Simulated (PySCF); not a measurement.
C₃H₉O₂Si, SMILES CO[Si](C)(C)[O], multiplicity 2. Geometry optimised at r2SCAN-D4/def2-SVP. The isomer is the one that the SMILES or the coordinates give; other isomers of the formula were not compared. One conformer was computed; it need not be the lowest.

Calculation: r2SCAN-D4/def2-SVP (PySCF).

Harmonic wavenumbers (cm⁻¹): 81, 91, 115, 134, 140, 174, 192, 238, 271, 352, 614, 671, 689, 733, 745, 785, 843, 894, 1136, 1174, 1204, 1219, 1243, 1406, 1419, 1424, 1433, 1467, 1475, 1477, 2988, 3035, 3044, 3071, 3116, 3144, 3152, 3162, 3165. Rotational constants (GHz): 3.400, 2.202, 2.005; symmetry number 1.

Problem. Work out the zero-point energy and the ideal-gas rigid-rotor harmonic-oscillator thermochemistry at 298.15 K and 1 atm.

Solution. ZPE = ½ Σ hcν = ½ × 51717 cm⁻¹ = 73.93 kcal/mol. H − E(el) = 80.69 kcal/mol. Entropy in cal/(mol K): translation 39.87, rotation 27.46, vibration 28.01, spin 1.38, total 96.72. G − E(el) = 51.85 kcal/mol. Cp = 34.15 cal/(mol K). Modes under 150 cm⁻¹ make the vibrational entropy uncertain.
